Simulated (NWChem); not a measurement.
Species: PbICl, singlet; SMILES [Cl][Pb][I]

```xyz
3

Pb    -0.4704     0.8560     0.0000
Cl     1.8126     1.8874     0.0000
I      0.1464    -1.9298     0.0000
```
Atoms are numbered in this order, from 1.

Low-valent species are run as closed-shell singlets; no triplet was tried in these runs. Coordinates come from a PBE-D3(BJ)/def2-SVP optimisation. def2 effective core potentials on I, Pb; no spin-orbit coupling.

Symmetry labels are those of Cs in the frame above (b1 and b2, or b-type labels, depend on it).

Question: List the 6 lowest vertical singlet excitations from BHandHLYP/def2-SVP with def2 effective core potentials on I, Pb, full TDDFT (NWChem).

Answer: 
```tsv
state	energy (eV)	oscillator strength	symmetry	leading excitation (squared amplitude)
S1	3.24	0.003	a"	HOMO → LUMO (0.92)
S2	3.44	0.003	a"	HOMO−2 → LUMO (0.92)
S3	3.77	0.023	a'	HOMO−1 → LUMO (0.93)
S4	4.65	0.004	a"	HOMO−4 → LUMO (0.99)
S5	4.83	0.004	a'	HOMO → LUMO+1 (0.55)
S6	4.95	0.015	a'	HOMO−3 → LUMO (0.45)
```
